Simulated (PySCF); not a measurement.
Exact mass, isotope pattern and composition

Species: `N([C@@H]1C[C@@H]([CH]1)C#C)C=O` [radical].

All values are calculated from tables of isotopes.

Question: What are the average molar mass and the monoisotopic mass?

Answer: For C7H8NO, with standard atomic weights, 7 × 12.011 + 1 × 14.007 + 1 × 15.999 + 8 × 1.008 = 122.147 g/mol. From the most abundant isotopes (12C, 14N, 16O, 1H), 7 × 12.000000 + 1 × 14.003074 + 1 × 15.994915 + 8 × 1.007825 = 122.0606 u.

Question: Work out the cluster of the singly charged cation M+, one line a nominal mass.

Answer: 
```tsv
nominal mass	m/z (centroid)	relative intensity
122	122.0600	100.0
123	123.0631	8.1
124	124.0654	0.5
```

Lines under 0.1 % of the tallest are left out. One electron mass, 0.00055 u, is taken off.

Question: What share of all molecules is the monoisotopic species?

Answer: 0.9893^7 × 0.99632 × 0.99757 × 0.999885^8 = 92.10 %.

Question: Elemental analysis, calculated?

Answer: C 68.83 %, N 11.47 %, O 13.10 %, H 6.60 %.

Question: What resolving power m/Δm just matches the spacing of the species with one 15N and with one 13C?

Answer: They lie 0.00632 u apart at mass 123.06, so m/Δm is about 19000.

Question: Count the protons, neutrons and electrons of the monoisotopic species, and give its exact less its nominal mass.

Answer: 65 protons, 57 neutrons and 65 electrons; 122.0606 − 122 = +0.0606 u.
